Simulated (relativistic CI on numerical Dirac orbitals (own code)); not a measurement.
# d1 to d9 in one tetrahedral field

Computed with a parametric ligand-field model without spin-orbit coupling, by exact diagonalisation: B = 800, C = 3490, 10Dq = -7600 cm⁻¹ (Td; |10Dq|/B = 9.5) for every shell. Energies in cm⁻¹; the field energy is (0.6 n_e − 0.4 n_t2) × 10Dq of the ground term; g labels are left out.

```
Shell  Ground term  Electrons in e  Field energy  First spin-allowed bands  Lowest term of other spin
   d1           2E           1.000         -4560                  2T2 7600                           
   d2          3A2           2.000         -9120       3T2 7600, 3T1 12596                   1E 12914
   d3          4T1           1.919         -5468       4T2 6620, 4A2 14220                    2E 8717
   d4          5T2           2.000         -3040                   5E 7600                  3T1 11749
   d5          6A1           2.000             0                      none                  4T1 20213
   d6           5E           3.000         -4560                  5T2 7600                  3T1 12331
   d7          4A2           4.000         -9120       4T2 7600, 4T1 12596                   2E 15787
   d8          3T1           3.919         -5468       3T2 6620, 3A2 14220                  1T2 12214
   d9          2T2           4.000         -3040                   2E 7600
```

Every shell keeps the spin of the free ion. Tetrahedral fields of 3d complexes are almost always too weak to pair spins. High-spin d^(n+5) repeats the spin-allowed bands of d^n, since the half-filled shell is spherical.
